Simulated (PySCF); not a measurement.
**Dipole response of Xe³⁺ (xenon, charge +3)**

[Kr] 4d10 5s2 5p3, high-spin 4S determinant. All numbers are calculated (PySCF 2.14, scalar relativity through the core potential, in def2-TZVPPD with the def2 core potential (28 electrons) (7s6p4d2f, 59 functions)). Coupled (time-dependent) response in atomic units; α is the mean over directions.

| method | mean α (bohr³) | C₆ (like pair) | S(−4) |
| --- | --- | --- | --- |
| UHF | 9.726 | 57.36 | 19.04 |
| PBE | 9.399 | 55.16 | 16.65 |
| PBE0 | 9.431 | 55.38 | 16.89 |
| r2SCANh | 9.468 | 57.02 | 16.45 |
| B97-3 | 9.416 | 55.35 | 16.72 |

S(−4) is the Cauchy moment in α(ω) = α(0) + S(−4) ω² + …

α(iu) at r2SCANh:

| u (hartree) | α(iu) (bohr³) |
| --- | --- |
| 0 | 9.468 |
| 0.0500 | 9.427 |
| 0.100 | 9.307 |
| 0.200 | 8.861 |
| 0.300 | 8.221 |
| 0.500 | 6.734 |
| 0.750 | 5.075 |
| 1.00 | 3.865 |
| 1.50 | 2.443 |
| 2.00 | 1.717 |
| 3.00 | 1.027 |
| 5.00 | 0.5150 |

A single London oscillator, α(iu) = α/(1 + u²/ω²), gives C₆ = (3/4) ω α². Matching the computed C₆ needs ω = 4 × 57.02 / (3 × 9.468²) = 0.848 hartree.

For an ion, C₆ is the dispersion term alone; charge-induced terms of lower order in 1/R come first.

Energies and moments cover only the electrons outside the core potential.
